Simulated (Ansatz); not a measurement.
SiCl4, 5 atoms. Hardware: 2 threads of Arm Neoverse V1 on a shared host.

Correlated methods freeze 25 core orbitals.

(1) How many basis functions does each of these Ansatz runs have, and roughly what does it cost? PBE-D4/def2-TZVP, charge 1 doublet at the geometry of the charge 0 singlet, energy, from earlier orbitals; PBE-D4/def2-SVP, charge 0 singlet, relaxation, 3 steps; LDA (SPW92)/def2-TZVP, charge 0 singlet, energy, from earlier orbitals; r2SCAN-D4/def2-TZVP, charge 0 singlet, energy and forces, from earlier orbitals; CCSD(T)/def2-TZVPP, charge 0 singlet, energy, from earlier orbitals; r2SCANh-D4/def2-TZVP, charge 0 singlet, energy, from earlier orbitals; B2PLYP/def2-TZVP, charge 0 singlet, energy, from earlier orbitals; ωB97X-V/def2-TZVP, charge 0 singlet, energy, from earlier orbitals; PBE0-D4/def2-SVP, charge 1 doublet at the geometry of the charge 0 singlet, energy with a search over starts; PBE-D4/def2-SVP, charge 0 singlet, energy, from earlier orbitals; MP2/def2-QZVPP, charge 0 singlet, energy, from earlier orbitals; BHLYP-D4/def2-TZVP, charge 0 singlet, energy, from earlier orbitals.

Answers

(1) Other jobs shared the machine, so times can vary by a factor of up to 3. A dash marks memory too small to be measured apart from the calling script's.

| run | functions | fitting or Cholesky vectors | wall time | peak host memory (GiB) |
| --- | --- | --- | --- | --- |
| PBE-D4/def2-SVP, charge 0 singlet, energy, from earlier orbitals | 90 | 976 | 1.2 s | – |
| LDA (SPW92)/def2-TZVP, charge 0 singlet, energy, from earlier orbitals | 185 | 1276 | 1.4 s | – |
| BHLYP-D4/def2-TZVP, charge 0 singlet, energy, from earlier orbitals | 185 | 1434 | 4.6 s | 0.59 |
| PBE-D4/def2-SVP, charge 0 singlet, relaxation, 3 steps | 90 | 976 | 5.5 s | – |
| r2SCAN-D4/def2-TZVP, charge 0 singlet, energy and forces, from earlier orbitals | 185 | 1276 | 7 s | – |
| PBE-D4/def2-TZVP, charge 1 doublet at the geometry of the charge 0 singlet, energy, from earlier orbitals | 185 | 1276 | 7 s | – |
| B2PLYP/def2-TZVP, charge 0 singlet, energy, from earlier orbitals | 185 | 1082 | 7.5 s | – |
| r2SCANh-D4/def2-TZVP, charge 0 singlet, energy, from earlier orbitals | 185 | 1276 | 8.5 s | 0.58 |
| ωB97X-V/def2-TZVP, charge 0 singlet, energy, from earlier orbitals | 185 | 1304 | 10 s | 0.66 |
| MP2/def2-QZVPP, charge 0 singlet, energy, from earlier orbitals | 350 | 2072 | 19 s | 1.4 |
| PBE0-D4/def2-SVP, charge 1 doublet at the geometry of the charge 0 singlet, energy with a search over starts | 90 | 798 | 25 s | – |
| CCSD(T)/def2-TZVPP, charge 0 singlet, energy, from earlier orbitals | 210 | 1253 | 1.8 min | 2.5 |
